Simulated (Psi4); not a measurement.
Relaxed torsion scan: SMILES Cc1ccc([SeH])s1 (C₅H₆SSe). Scanned: dihedral S7–C5–Se6–H13; all other coordinates were relaxed at GFN2-xTB. Points at φ and −φ are mirror images.

Geometry of the scan point at 0° (Å):
```
13

C     -2.2121     0.3132     0.4577
C     -0.7891     0.0672     0.1055
C     -0.2788    -0.6775    -0.9087
C      1.1340    -0.6942    -0.9509
C      1.6903     0.0473     0.0442
Se     3.5457     0.3034     0.3648
S      0.4827     0.7807     1.0527
H     -2.8603    -0.2111    -0.2403
H     -2.4259    -0.0369     1.4675
H     -2.4409     1.3781     0.4187
H     -0.8937    -1.2065    -1.6155
H      1.7107    -1.2306    -1.6842
H      3.3366     1.1524     1.5160
```

Method: DF-MP2 (frozen core)/cc-pVTZ // GFN2-xTB run with Psi4 1.11.

Scanned values (°): -160, -140, -120, -100, -80, -60, -40, -20, 0, 20, 40, 60, 80, 100, 120, 140, 160, 180.

Q: Locate the minima and the barriers on this grid.

A: Lower than their neighbours: -80° (0.0 kJ/mol), 80° (0.0 kJ/mol). Higher than their neighbours: 0° (8.6 kJ/mol), 180° (9.7 kJ/mol). The whole profile spans 9.7 kJ/mol.
